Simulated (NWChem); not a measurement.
Molecule: CH3BF2O; SMILES OB(F)CF

```xyz
8

O      1.3460    -0.6455    -0.0003
B      0.0068    -0.5958    -0.0003
F     -0.6852    -1.7280     0.0004
C     -0.7493     0.7938    -0.0014
F      0.1873     1.8184     0.0007
H      1.7037     0.2531    -0.0005
H     -1.3985     0.9003    -0.8889
H     -1.4024     0.9001     0.8833
```
Atoms are numbered in this order, from 1.

Geometry: optimised at PBE0/def2-SVP.

### Question
Give the principal values of the shielding tensors (ppm) of O1, B2, F3, C4, F5 from LDA (Slater exchange, VWN5)/pcSseg-1, GIAO (NWChem), with their diamagnetic and paramagnetic parts as GIAO splits them.

### Answer
```csv
atom,σ11,σ22,σ33,isotropic,diamagnetic,paramagnetic
O1,-15.0,229.5,310.6,175.0,389.2,-214.2
B2,33.0,69.0,81.8,61.3,194.5,-133.3
F3,91.0,259.4,411.3,253.9,470.5,-216.5
C4,60.8,67.0,177.3,101.7,251.1,-149.5
F5,431.7,474.9,493.4,466.7,473.7,-7.0
```
